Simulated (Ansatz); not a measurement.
Isolated molecules relaxed with PBE0-D4/def2-TZVP in Ansatz; ΔE leaves out vibrations. CCSD(T)/CBS adds triple-zeta CCSD(T) − MP2 to the extrapolated MP2 energy (def2 sets, frozen cores). This one scheme is used for every species. DFT in def2-TZVPP. HSE06 is defined as in plane-wave codes. For Ga, Ge outer-core shells are correlated without core-valence functions, which leaves a few kJ/mol of doubt a bond. Scalar relativity is left out up to krypton. Each species was taken in one conformer, which may not be the lowest.

`C=[CH][GaH][GeH3]` + H₂O → `[OH][GaH][GeH3]` + `C=C`  (formal hydrolysis of a Ga–C bond)

Question: Is it downhill or uphill in electronic energy at CCSD(T)/CBS, and by how much? (Estimate.)

Answer: Ansatz gave: Downhill: ΔE = -15.5 kcal/mol.

Question: What do these levels give: LDA (SPW92), PBE-D4, PBE0-D4, HSE06-D4, ωB97X-V, B2PLYP, BHLYP, HF/def2-SVP, HF/def2-TZVPP, MP2/def2-TZVPP, CCSD/def2-TZVPP, CCSD/CBS(def2)? (An estimate is asked.)

Answer: Computed: LDA (SPW92) -16.6, PBE-D4 -16.6, PBE0-D4 -15.6, HSE06-D4 -15.6, ωB97X-V -17.6, B2PLYP -18.6, BHLYP -18.8, HF/def2-SVP -19.5, HF/def2-TZVPP -19.2, MP2/def2-TZVPP -15.9, CCSD/def2-TZVPP -16.6, CCSD/CBS(def2) -15.8 kcal/mol.

Question: What do rigid-rotor, harmonic-oscillator terms from PBE0-D4/def2-TZVP frequencies (298.15 K, 1 bar) make of the CCSD(T)/CBS value? (Best estimate.)

Answer: Computed: ΔZPE = +1.0 kcal/mol, ΔH = -15.3 kcal/mol, ΔS = -1 J/(mol·K), ΔG = -15.2 kcal/mol. Modes under 50 cm⁻¹ make the entropy rough.

Largest T1 diagnostic among the species: 0.014.

At CCSD(T), def2-SVP lies −4.1 kcal/mol from the extrapolated value and def2-TZVPP −0.8 kcal/mol. In def2-TZVPP, CCSD(T) changes the Hartree–Fock value by +2.8 kcal/mol (the triples alone add +0.3 kcal/mol) and MP2 by +3.3 kcal/mol.
